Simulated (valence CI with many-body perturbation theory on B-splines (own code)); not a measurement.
## Forbidden lines of Pm XXI

Level of theory: valence CI with perturbative core correlation (CI+MBPT): five valence electrons over a frozen Dirac-Fock core [Kr], radial functions for each j: 7 s, 7 p, 8 d, 6 f, 4 g, 1 h, with the one-electron correlation potential Σ1, the two-electron term Σ2, the three-electron term Σ3, Breit, model QED; selected CI, second order for the rest (own B-spline code, finite nucleus).

No measured spectrum was set against this ion. As an estimate, terms of the open shell hold to 2 to 4 % of their energy, and close levels can change places. Core correlation moves these levels by up to 12000 cm⁻¹, and in measured spectra 5 to 20 % of such shifts remained as error; rates that hang on mixing are uncertain with them. Among the levels kept, up to 260 cm⁻¹ of a level comes from second order outside the variational space, and about a tenth of that is noise between levels of different J, which matters for small intervals. Only levels of the ground parity were solved; by the run's estimate the other parity begins above the list, which can be wrong where configurations are misplaced.

Lines 51 to 100 of 120 in falling wavelength, among levels below 31.737 eV, chosen from the decays that carry over 1 % of a level's rate. Wavelengths and rates use the calculated energies, so an error of 2000 cm⁻¹ moves a line at 2218 Å by 4.4 % and its rate by three times that or more. S is in atomic units (e²a₀⁴ for E2 and M2, e²a₀⁶ for E3), for M1 in squared Bohr magnetons. Weak lines are less certain than strong ones. Lines between different terms over intervals too small for the method are left out, as are lines whose strength nearly cancels.

Levels are named by their leading jj configuration (3d3/2^4 stands for four electrons in 3d with j = 3/2), which in mixed levels can hold well under half, so a name can repeat and another be missing. Letters in brackets count levels of one name in rising energy.

```tsv
λ vac (Å)	Upper	Lower	Type	A (s⁻¹)	S (a.u.)
2218	(4d3/2 4d5/2^4) J=5/2 [a]	(4d3/2^2 4d5/2^3) J=7/2 [a]	M1	5.40e+02	1.31e+00
2183	(4d3/2^2 4d5/2^3) J=7/2 [b]	(4d3/2^3 4d5/2^2) J=7/2 [b]	M1	4.85e+01	1.50e-01
2155	(4d3/2^2 4d5/2^3) J=5/2 [a]	(4d3/2^3 4d5/2^2) J=5/2 [a]	M1	1.34e+03	2.99e+00
2151	(4d3/2^2 4d5/2^3) J=9/2 [a]	(4d3/2^3 4d5/2^2) J=7/2 [a]	M1	4.03e+02	1.48e+00
2117	(4d3/2^2 4d5/2^3) J=13/2	(4d3/2^3 4d5/2^2) J=11/2	M1	1.71e+02	8.44e-01
2103	(4d3/2^2 4d5/2^3) J=5/2 [b]	(4d3/2^3 4d5/2^2) J=7/2 [b]	M1	2.02e+02	4.17e-01
2094	(4d3/2^2 4d5/2^3) J=7/2 [c]	(4d3/2^2 4d5/2^3) J=7/2 [a]	M1	2.91e+01	7.93e-02
2063	(4d3/2^2 4d5/2^3) J=3/2 [a]	(4d3/2^3 4d5/2^2) J=3/2 [a]	M1	1.70e+03	2.22e+00
1988	(4d3/2^2 4d5/2^3) J=3/2 [b]	(4d3/2^3 4d5/2^2) J=5/2 [b]	M1	3.53e+02	4.11e-01
1920	(4d3/2^3 4d5/2^2) J=5/2 [b]	(4d3/2^4 4d5/2) J=5/2 [b]	M1	1.25e+03	1.97e+00
1911	(4d3/2 4d5/2^4) J=7/2 [a]	(4d3/2^2 4d5/2^3) J=9/2 [a]	M1	1.41e+03	2.92e+00
1910	(4d3/2^2 4d5/2^3) J=9/2 [c]	(4d3/2^2 4d5/2^3) J=9/2 [a]	M1	2.44e+01	6.31e-02
1886	(4d3/2 4d5/2^4) J=11/2	(4d3/2^2 4d5/2^3) J=13/2	M1	5.34e+02	1.59e+00
1886	(4d3/2 4d5/2^4) J=5/2 [a]	(4d3/2^3 4d5/2^2) J=5/2 [b]	M1	2.07e+03	3.08e+00
1863	(4d3/2^2 4d5/2^3) J=5/2 [a]	(4d3/2^3 4d5/2^2) J=3/2 [a]	M1	2.24e+02	3.22e-01
1795	(4d3/2^2 4d5/2^3) J=7/2 [c]	(4d3/2^3 4d5/2^2) J=5/2 [b]	M1	2.08e+02	3.56e-01
1784	(4d3/2^2 4d5/2^3) J=5/2 [a]	(4d3/2^3 4d5/2^2) J=7/2 [a]	M1	3.69e+02	4.66e-01
1730	(4d3/2^3 4d5/2^2) J=7/2 [a]	(4d3/2^4 4d5/2) J=5/2 [a]	M1	2.68e+02	4.13e-01
1726	(4d3/2 4d5/2^4) J=5/2 [a]	(4d3/2^3 4d5/2^2) J=7/2 [b]	M1	5.84e+02	6.68e-01
1723	(4d3/2 4d5/2^4) J=11/2	(4d3/2^2 4d5/2^3) J=9/2 [a]	M1	5.54e+02	1.26e+00
1720	(4d3/2^2 4d5/2^3) J=9/2 [c]	(4d3/2^2 4d5/2^3) J=11/2	M1	1.88e+02	3.54e-01
1691	(4d3/2^2 4d5/2^3) J=9/2 [b]	(4d3/2^3 4d5/2^2) J=9/2	M1	1.52e+03	2.71e+00
1666	(4d3/2^2 4d5/2^3) J=7/2 [a]	(4d3/2^4 4d5/2) J=5/2 [b]	M1	1.10e+02	1.51e-01
1664	(4d3/2 4d5/2^4) J=7/2 [a]	(4d3/2^2 4d5/2^3) J=7/2 [a]	M1	9.70e+02	1.33e+00
1662	(4d3/2^3 4d5/2^2) J=3/2 [a]	(4d3/2^4 4d5/2) J=5/2 [a]	M1	1.93e+03	1.31e+00
1650	(4d3/2^2 4d5/2^3) J=7/2 [c]	(4d3/2^3 4d5/2^2) J=7/2 [b]	M1	6.68e+02	8.90e-01
1611	(4d3/2^2 4d5/2^3) J=7/2 [b]	(4d3/2^3 4d5/2^2) J=5/2 [a]	M1	2.08e+01	2.58e-02
1603	(4d3/2^2 4d5/2^3) J=7/2 [b]	(4d3/2^3 4d5/2^2) J=9/2	M1	3.29e+02	4.02e-01
1568	(4d3/2^2 4d5/2^3) J=5/2 [b]	(4d3/2^3 4d5/2^2) J=5/2 [a]	M1	9.14e+01	7.83e-02
1567	(4d3/2 4d5/2^4) J=11/2	(4d3/2^2 4d5/2^3) J=11/2	M1	2.40e+03	4.11e+00
1557	(4d3/2^2 4d5/2^3) J=9/2 [b]	(4d3/2^3 4d5/2^2) J=11/2	M1	5.46e+02	7.64e-01
1529	(4d3/2^3 4d5/2^2) J=3/2 [b]	(4d3/2^4 4d5/2) J=5/2 [b]	M1	1.08e+02	5.73e-02
1520	(4d3/2 4d5/2^4) J=3/2 [a]	(4d3/2^2 4d5/2^3) J=1/2 [a]	M1	2.03e+03	1.06e+00
1513	(4d3/2^2 4d5/2^3) J=3/2 [b]	(4d3/2^3 4d5/2^2) J=1/2	M1	1.55e+02	7.98e-02
1483	(4d3/2^3 4d5/2^2) J=5/2 [a]	(4d3/2^4 4d5/2) J=5/2 [a]	M1	2.20e+02	1.60e-01
1470	(4d3/2 4d5/2^4) J=7/2 [a]	(4d3/2^3 4d5/2^2) J=5/2 [b]	M1	9.95e+01	9.37e-02
1460	(4d3/2^2 4d5/2^3) J=9/2 [b]	(4d3/2^3 4d5/2^2) J=7/2 [a]	M1	5.56e+02	6.42e-01
1407	(4d3/2^2 4d5/2^3) J=5/2 [b]	(4d3/2^3 4d5/2^2) J=3/2 [a]	M1	2.81e+02	1.74e-01
1399	(4d3/2^2 4d5/2^3) J=3/2 [b]	(4d3/2^3 4d5/2^2) J=5/2 [a]	M1	4.75e+01	1.93e-02
1395	(4d3/2^2 4d5/2^3) J=7/2 [b]	(4d3/2^3 4d5/2^2) J=7/2 [a]	M1	1.48e+01	1.19e-02
1387	(4d3/2^2 4d5/2^3) J=3/2 [a]	(4d3/2^4 4d5/2) J=5/2 [b]	M1	1.26e+03	4.98e-01
1371	(4d3/2 4d5/2^4) J=7/2 [a]	(4d3/2^3 4d5/2^2) J=7/2 [b]	M1	4.43e+02	3.38e-01
1371	(4d3/2^2 4d5/2^3) J=9/2 [c]	(4d3/2^3 4d5/2^2) J=7/2 [b]	M1	6.42e+02	6.13e-01
1369	(4d3/2^2 4d5/2^3) J=1/2 [b]	(4d3/2^3 4d5/2^2) J=1/2	M1	6.71e+02	1.28e-01
1362	(4d3/2^2 4d5/2^3) J=5/2 [b]	(4d3/2^3 4d5/2^2) J=7/2 [a]	M1	1.18e+03	6.62e-01
1348	(4d3/2 4d5/2^4) J=5/2 [a]	(4d3/2^3 4d5/2^2) J=5/2 [a]	M1	1.69e+03	9.22e-01
1301	(4d3/2^2 4d5/2^3) J=7/2 [c]	(4d3/2^3 4d5/2^2) J=5/2 [a]	M1	2.13e+02	1.39e-01
1296	(4d3/2^2 4d5/2^3) J=7/2 [c]	(4d3/2^3 4d5/2^2) J=9/2	M1	9.05e+02	5.84e-01
1293	(4d3/2^2 4d5/2^3) J=5/2 [a]	(4d3/2^4 4d5/2) J=5/2 [b]	M1	7.46e+01	3.59e-02
1270	(4d3/2^2 4d5/2^3) J=3/2 [b]	(4d3/2^3 4d5/2^2) J=3/2 [a]	M1	2.95e+02	8.97e-02
```
